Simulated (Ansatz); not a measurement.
Mulliken charges of C$_{2}$H$_{5}$O$_{2}$Si, SMILES `[CH]=C[SiH](O)O` radical from B3LYP/def2-TZVPP in Ansatz (PBE0-D4/def2-TZVP geometry).

| atom | x (Å) | y (Å) | z (Å) | charge (e) |
| --- | --- | --- | --- | --- |
| C1 | -1.652 | 0.586 | -0.685 | -0.227 |
| C2 | -0.745 | -0.347 | -0.718 | -0.207 |
| Si3 | 0.610 | -0.449 | 0.571 | 0.698 |
| O4 | 0.451 | 0.836 | 1.575 | -0.394 |
| O5 | 2.091 | -0.485 | -0.127 | -0.388 |
| H6 | -2.524 | 0.925 | -1.227 | 0.147 |
| H7 | -0.762 | -1.100 | -1.517 | 0.103 |
| H8 | 0.539 | -1.721 | 1.318 | -0.108 |
| H9 | -0.306 | 1.402 | 1.405 | 0.191 |
| H10 | 2.380 | 0.301 | -0.593 | 0.185 |

By hand: the dipole of these point charges (1 e Å = 4.8032 D).

Σ q r = (-0.160, 0.016, -0.189) e Å, of length 0.248 e Å = 1.19 D.

How does the dipole of the full density compare? (Best estimate.)

Ansatz gave: (-0.320, 0.235, -0.404) e Å, 2.72 D; the point charges give 0.44 times that, at 21° from its direction.

Point charges leave out the atoms' own dipoles, such as those of lone pairs, and Mulliken's split depends on the basis, so the two needn't agree.

B3LYP here is the variant with VWN-RPA as its local correlation; programs differ in this.
